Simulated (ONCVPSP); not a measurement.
# Potentials for F compared

Generated with ld1.x 7.5 (TM, RRKJ, ultrasoft, PAW), atompaw 4.2 or ONCVPSP 4.0.1. The cutoff is in Ry: for ld1.x and atompaw files where the sum of valence levels is converged to 10 mRy in a Bessel basis, for ONCV files where the hardest occupied wave has 1 mHa per electron of residual kinetic energy. The error is the largest all-electron minus pseudo excitation energy over each file’s own four to seven test configurations (ionisations up to +4, promotions, holes and added fractions of an electron), all of which were solved. The labels leave out finer settings (local radius, basis sizes, second energies), which also bear on the numbers. Spin-polarised tests are not counted. The rows are a selection from randomly drawn settings: files with unsolved tests, undetermined cutoffs or missed reference levels are left out.

A true bound ghost makes a file unfit for plane-wave use even where its test errors are small: the radial tests pick states by their node count and pass the ghost by.

```tsv
potential	cutoff (Ry)	largest error (meV)	bound ghosts
ONCV, LDA (Perdew-Wang 92), scalar-relativistic, rc 0.80/0.95 (sp), local smoothed, core correction yes, reference 2s2 2p5, qcut 7/14.5, projectors 1/2	407	+152	none
ONCV, PBE, scalar-relativistic, rc 0.60/0.85/0.90 (spd), local smoothed, core correction no, reference 2s2 2p4.75, qcut 13.3/7.8/10, projectors 3/2/1	694	+57	s
ONCV, LDA (Perdew-Zunger), scalar-relativistic, rc 0.75/1.20 (sp), local smoothed, core correction yes, reference 2s1.75 2p5.25, qcut 10.1/13.2, projectors 2/1	105	+76	none
ONCV, PBE, scalar-relativistic, rc 0.55/1.55/1.30 (spd), local smoothed, core correction no, reference 2s2 2p5, qcut 13.7/6.9/7.3, projectors 3/2/2	185	+2313	s, d
ONCV, LDA (Perdew-Wang 92), scalar-relativistic, rc 0.70/1.15/1.15 (spd), local smoothed, core correction yes, reference 2s2 2p5, qcut 7.7/10/7.3, projectors 2/2/1	385	+484	none
ONCV, PW91, scalar-relativistic, rc 0.80/1.00 (sp), local smoothed, core correction yes, reference 2s2 2p4.5, qcut 10.6/14.4, projectors 2/2	145	+22	none
```

**Question.** Fill in the row for F: ONCV, PBE, non-relativistic, rc 0.65/1.65 (sp), local smoothed, core correction yes, reference 2s2 2p4.5, qcut 9.5/9.4, projectors 1/1.

**Answer.** cutoff 178 Ry, largest error +260 meV, bound ghosts: none.

**Question.** Fill in the row for F: ONCV, LDA (Perdew-Wang 92), scalar-relativistic, rc 0.85/1.65/1.30 (spd), local smoothed, core correction yes, reference 2s2 2p5, qcut 7.6/8.4/8.8, projectors 2/2/1.

**Answer.** cutoff 246 Ry, largest error +1984 meV, bound ghosts: none.

**Question.** Fill in the row for F: ONCV, BLYP, non-relativistic, rc 0.80/1.25 (sp), local smoothed, core correction yes, reference 2s2 2p5, qcut 7/10.9, projectors 2/2.

**Answer.** cutoff 359 Ry, largest error +691 meV, bound ghosts: none.
